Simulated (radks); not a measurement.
Values are calculated unless marked as measured or tabulated.
Numerical settings for the zirconium ion Zr+, [Kr] 4d2 5s1. Code: a radial shooting solver on a logarithmic mesh with Libxc functionals. Model: Dirac Kohn-Sham, BLYP, spin-unpolarised, spherical densities, finite nucleus; open shells fill j = l - 1/2 first; Fermi nuclear charge, rms radius 4.2694 fm. The defaults (mesh step 0.008 in ln r, mesh end at 40 bohr or more with all orbitals vanishing there, Anderson mixing 0.5 over 9 steps, residual threshold near 1e-9 with the energy settled to 1e-9 hartree or 1e-11 of itself, here a cap of 98 iterations) give E = -3599.1725 hartree and 4d3/2 at -9.908 eV in 16 iterations. Run on one thread of a shared host, so times are rough (Arm Neoverse V1): 0.14 s of CPU time, 0.14 s wall, 16 iterations on 2314 mesh points. Changes against that run (0 stands for a change within the tolerance of the run):

setting                    iterations  converged  E (mhartree)  e(4d3/2) (meV)  CPU (s)
mesh step in ln r 0.003            18        yes             0               0     0.36
mesh step in ln r 0.012            14        yes             0               0     0.09
mesh step in ln r 0.2               4         no      diverged               -     0.02
mesh end (bohr) 20                 16        yes             0               0     0.13
mesh end (bohr) 5                  15        yes          +111          +2e+03     0.12
residual threshold 1e-13           60        yes             0               0     0.29
residual threshold 1e-16           98         no             0               0     0.39
mixing 1.5                         18        yes             0               0     0.15
linear mixing, mixing 0.5          63        yes             0               0      0.3
linear mixing, mixing 0.2          88        yes             0               0      0.5
mixing history 2                   25        yes             0               0     0.18
iteration cap 5                     5         no       +0.0187           +25.1     0.05

Settings that end as converged yet miss the energy by more than 1 mhartree: mesh end (bohr) 5 (+0.111 hartree). A mesh that ends early acts as a hard wall.
